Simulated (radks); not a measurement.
Species: Ba. Configuration: [Xe] 6s2 (the NIST ground configuration). Calculated with a radial shooting solver on a logarithmic mesh with Libxc functionals: scalar-relativistic Kohn-Sham, PBE, spin-polarised, spherical densities, finite nucleus; Fermi nuclear charge, rms radius 4.8378 fm; hard spherical wall at 4 bohr.

Radial electron density D(r) = 4 pi r^2 rho(r):

r (bohr),D(r) (e/bohr)
0.001537,4.987
0.002002,7.664
0.002607,11.59
0.003421,17.38
0.004455,25.05
0.005801,34.87
0.007614,46.78
0.009915,58.67
0.01291,68.43
0.01695,73.24
0.02207,71.44
0.02873,66.08
0.03771,64.74
0.04911,74.18
0.06395,89.81
0.08394,95.31
0.1093,82.15
0.1423,69.47
0.1868,76.51
0.2432,80.44
0.3167,55.89
0.4157,30.25
0.5413,30.97
0.7049,31.32
0.9252,18.59
1.205,9.967
1.569,7.172
2.059,4.739
2.681,3.176
3.491,0.7956

D(r) has 4 maxima, at r = 0.0179, 0.0787, 0.225, 0.625 bohr, and minima at 0.0345, 0.148, 0.461 bohr, inside which lie 1.97, 11.19, 28.96 electrons.
